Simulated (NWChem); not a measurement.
Species: SiH3SeOCl; SMILES [SiH3]O[Se]Cl

```xyz
7

Se     0.7262    -0.5649     0.1601
Cl    -1.2157    -1.5610     0.0420
O      0.3897     0.9652    -0.6911
Si    -0.4169     2.2393     0.0897
H     -1.8060     1.8296     0.4389
H     -0.4239     3.3515    -0.8976
H      0.3233     2.6293     1.3250
```
Atoms are numbered in this order, from 1.

Results from NWChem. The geometry was optimised at PBE0/def2-SVP. Level: PBE0/def2-SVPD; the question gives the wavelength of the field.

**Question.** Estimate the computed values for field static. Quantities: isotropic polarisability (bohr³); anisotropy (bohr³).

**Answer.** The isotropic polarisability (bohr³) comes out as 73.3 and the anisotropy (bohr³) comes out as 26.7.
